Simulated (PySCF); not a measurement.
**Radial density of Os³⁺ (osmium, charge +3)**

UHF, [Xe] 4f14 5d5, high-spin 6S determinant. All numbers are calculated (PySCF 2.14, scalar relativity through the core potential, in aug-cc-pVDZ-PP with ECP60MDF). This is the valence pseudo-density: the core potential removes the inner electrons and smooths the orbitals near the nucleus.

```tsv
r (bohr)	4πr²ρ (e/bohr)	4πr²(ρα − ρβ)
0.130	4.252e-05	0.0000
0.218	0.0005588	0.0002
0.366	0.05312	0.0072
0.616	3.252	0.3247
1.04	12.96	3.1384
1.74	4.818	2.9067
2.93	0.3843	0.3633
4.93	0.001159	0.0011
8.30	2.614e-05	0.0000
```

Energies and moments cover only the electrons outside the core potential. Spin-orbit coupling, which splits the p, d and f shells strongly at this Z, is absent.
